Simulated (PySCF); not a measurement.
Run record: excited-state job, `CC[C@@H](C)P[SiH3]`.

Method: TDDFT PBE0/def2-SVPD, vertical, gas phase, core orbitals frozen in the response (PySCF 2.14.0, density-fitted response routines). Geometry: GFN2-xTB. The input is one job of a driver script: a line of settings, then coordinates in Å.

Input:
```
{"job": {"kind": "uv", "xc": "PBE0", "basis": "def2-SVPD", "nstates": 8, "ntriplets": 3}, "charge": 0, "multiplicity": 1}
C     -1.978679     0.659133     1.024212
C     -0.838391     0.799589     0.022553
C     -0.097496    -0.513606    -0.234497
C     -0.961992    -1.541104    -0.959097
P      1.426891    -0.152229    -1.277683
Si     2.748580     0.809464     0.246958
H     -1.612647     0.244895     1.961816
H     -2.418754     1.632540     1.228578
H     -2.760869     0.008889     0.641093
H     -0.124302     1.537068     0.403608
H     -1.225358     1.179254    -0.926635
H      0.232261    -0.934694     0.723630
H     -0.382520    -2.436999    -1.178457
H     -1.325643    -1.132834    -1.900499
H     -1.815219    -1.829608    -0.348877
H      1.978157    -1.423186    -1.130759
H      4.131405     0.472308    -0.084116
H      2.550542     2.257113     0.161831
H      2.464230     0.373259     1.618879
```

Output:
```
coarse grid: 15656 points
cycle   1  E = -790.2086588410  dE =  1.806e-01  |g| = 3.527e-01  |ddm| = 5.664e+00
cycle   2  E = -790.1980596519  dE =  1.060e-02  |g| = 4.106e-01  |ddm| = 1.254e+00
cycle   3  E = -790.2441855604  dE = -4.613e-02  |g| = 4.752e-02  |ddm| = 6.277e-01
cycle   4  E = -790.2446647639  dE = -4.792e-04  |g| = 2.564e-02  |ddm| = 1.230e-01
cycle   5  E = -790.2448374485  dE = -1.727e-04  |g| = 4.168e-03  |ddm| = 4.476e-02
cycle   6  E = -790.2448417972  dE = -4.349e-06  |g| = 9.536e-04  |ddm| = 1.208e-02
final grid: 138520 points
cycle   7  E = -790.3422239431  dE = -4.784e-05  |g| = 8.230e-03  |ddm| = 1.430e-01
cycle   8  E = -790.3422136645  dE =  1.028e-05  |g| = 1.023e-02  |ddm| = 2.763e-02
cycle   9  E = -790.3422417493  dE = -2.808e-05  |g| = 8.803e-04  |ddm| = 1.464e-02
cycle  10  E = -790.3422419692  dE = -2.199e-07  |g| = 2.582e-04  |ddm| = 2.133e-03
cycle  11  E = -790.3422419857  dE = -1.654e-08  |g| = 5.176e-05  |ddm| = 5.584e-04
cycle  12  E = -790.3422419865  dE = -7.669e-10  |g| = 9.436e-06  |ddm| = 1.693e-04
converged SCF energy = -790.3422419865

Static polarisability (au): isotropic 105.454, principal 87.933 103.988 124.441

Singlet excitations
state   eV       nm        f      main configurations
  1   5.7403    216.0   0.03858   H->L 0.90
  2   6.3511    195.2   0.03785   H->L+2 0.89
  3   6.4358    192.6   0.10519   H->L+1 0.91
  4   6.8494    181.0   0.01873   H->L+3 0.51, H->L+4 0.38
  5   7.0427    176.0   0.01502   H->L+5 0.36, H->L+3 0.29, H->L+4 0.27
  6   7.1204    174.1   0.02815   H->L+5 0.52, H->L+4 0.27, H->L+3 0.08
  7   7.3887    167.8   0.02231   H-1->L 0.84
  8   7.5082    165.1   0.06851   H->L+6 0.90

Triplet excitations (Tamm-Dancoff, eV): 4.9305 5.4033 6.0774
```

The SCF starts on a coarse grid where the log names one; the energy can jump when the final grid takes over, and dE then counts from the start density on the new grid. H and L stand for HOMO and LUMO; the number after each pair is its weight.

Q: Give S1 in cm⁻¹ and kJ/mol.

A: 5.7403 eV × 8065.54 = 46299 cm⁻¹; × 96.485 = 553.9 kJ/mol.

Q: Give the mean polarisability as a volume in Å³, and the ratio of the largest to the smallest principal value.

A: 105.454 au × 0.148185 = 15.63 Å³; 124.441/87.933 = 1.42.

Main results: HOMO -6.91 eV, LUMO 0.10 eV; lowest singlet 5.74 eV; lowest triplet 4.93 eV (Tamm–Dancoff); mean polarisability 105.5 au.

Cost: about 1.9 min of CPU time on one thread; the machine was shared, so the figure is rough.

One conformer stands for the species.
Labels such as C1 count atoms from 1, the log's own numbers from 0.
